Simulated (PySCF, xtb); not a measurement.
BCl3H2O2Si, SMILES OB(O)[Si](Cl)(Cl)Cl. Other conformers were not sampled.

Harmonic wavenumbers (cm⁻¹) from GFN2-xTB in xtb at its own minimum, in rising order: 25, 68, 72, 135, 138, 162, 271, 310, 421, 441, 465, 489, 591, 592, 677, 951, 970, 1219, 1298, 3568, 3625.

**Question.** What does B3LYP-D3(BJ)/def2-SVP (PySCF) give at its own minimum? (The exact figures need the calculation; the answer reports its results.)

**Answer.** 33, 87, 95, 164, 171, 190, 288, 331, 467, 478, 578, 588, 601, 640, 641, 1011, 1032, 1306, 1476, 3794, 3802. Paired by order, the mean absolute difference is 65 cm⁻¹ and the zero-point energies are 23.6 and 25.4 kcal/mol.
